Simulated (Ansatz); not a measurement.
Job for Ansatz (an electronic-structure program): R-wB97M-V/def2-TZVPP on BFH2Se2 (SMILES FB([SeH])[SeH]), a point of a torsion scan.

Ansatz 0.2 input:
```yaml
crystal:
  periodic: [false, false, false]
  atoms:
    - {symbol: F, position_ang: [0.40436006, 2.04185881, 0.22156998]}
    - {symbol: B, position_ang: [0.17247034, 0.75516064, 0.08991638]}
    - {symbol: Se, position_ang: [-1.65994196, 0.24157803, -0.41505448]}
    - {symbol: Se, position_ang: [1.72426720, -0.37187159, 0.06367812]}
    - {symbol: H, position_ang: [-1.82302651, -0.81803749, 0.54978126]}
    - {symbol: H, position_ang: [1.05539016, -1.61506535, -0.24072863]}
basis:
  gaussian:
    orbitals: def2-TZVPP
hamiltonian:
  xc: {name: wB97M-V}
scf: {lower_state_search: off}
```

### Question
What total energy does the run end on?

### Answer
-4928.8451 hartree.

### Question
How many basis functions does it have, and what does it roughly cost on one machine?

### Answer
186 functions; about 9 core-seconds (a rough figure).
